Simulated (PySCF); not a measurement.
# What a mistake does to a calculation on BCGeH6O

Calculated results; nothing here was measured. They come from PySCF 2.14.0, an open-source quantum chemistry program, on an isolated molecule that a program drew, which may never have been made. The molecule is BCGeH6O (charge 0, doublet), drawn as the SMILES string `B[O][GeH2][CH2]`.

Each row is a Hartree-Fock (HF) and frozen-core CCSD(T) single point in the cc-pVDZ basis, meant for a local HF minimum. Run 1 is clean. Each other run has one planted mistake out of seven kinds, and not every kind appears here: one electron removed, one electron added, multiplicity raised by two, geometry at a saddle point, minimal basis STO-3G, one bond length entered in bohr, all coordinates scaled. The reference is restricted for singlets and unrestricted otherwise, and also for a bond in bohr. Adding or removing an electron swaps singlet and doublet. Electrons count all cores. HOMO and LUMO are orbital energies over both spins, the gradient is its largest component, and the lowest frequency (negative if imaginary) is given only where the gradient is small. Bond lengths are over the 9 bonds as drawn. T1 is the CCSD diagnostic: over 0.02 (restricted) or 0.045 (unrestricted) a single reference is doubtful. Germanium has the cc-pVDZ-PP basis, with a core potential (ECP10MDF) in place of its 10 inner electrons, and its 3s, 3p and 3d shells are frozen in CCSD(T).

Geometry of the clean run:
```xyz
10
BCGeH6O, angstrom
B    -0.0550    1.9303    1.4099
O     0.2653    0.7460    1.9466
Ge    1.0508   -0.6999    1.2089
C    -0.2462   -2.1190    1.1364
H    -0.5909    2.7549    2.1063
H     0.1846    2.1765    0.2490
H     2.2040   -1.0371    2.1473
H     1.5320   -0.3001   -0.1845
H    -0.4517   -2.7517    1.9937
H    -0.8586   -2.2937    0.2575
```

| run | electrons | basis functions | <S^2> | HOMO (eV) | LUMO (eV) | gradient (hartree/bohr) | lowest frequency (cm^-1) | mean bond (Å) | longest bond (Å) | T1 | HF (hartree) | CCSD(T) (hartree) | mistake |
|---|---|---|---|---|---|---|---|---|---|---|---|---|---|
| 1 | 57 | 95 | 0.762 | -10.94 | 1.99 | 4.7e-06 | 29 | 1.4116 | 1.924 | 0.0146 | -434.29721 | -434.84233 | no fault |
| 2 | 57 | 95 | 3.790 | -5.03 | -1.63 | 2.5e-02 | - | 1.4116 | 1.924 | 0.0219 | -434.07783 | -434.62697 | multiplicity raised by two |
| 3 | 57 | 95 | 1.422 | -10.84 | 1.60 | 2.5e-02 | - | 1.5189 | 2.051 | 0.0727 | -434.14786 | -434.70903 | one bond length entered in bohr |
| 4 | 56 | 95 | 0.000 | -15.47 | -7.42 | 7.3e-02 | - | 1.4116 | 1.924 | 0.0324 | -433.96239 | -434.49055 | ? |

**Which mistake was planted in run 4, and what did it cost?**

It counts 56 electrons, one fewer than the clean run, at the same geometry and basis. So the mistake is: one electron removed. Subtracting run 1 and multiplying by 627.51 kcal/mol a hartree, the energy moved by 210.1 kcal/mol in HF and 220.7 kcal/mol in CCSD(T).

Cautions from the logs. Run 3: T1 is over the limit, so its CCSD(T) energy is less reliable; run 4: T1 is over the limit, so its CCSD(T) energy is less reliable.
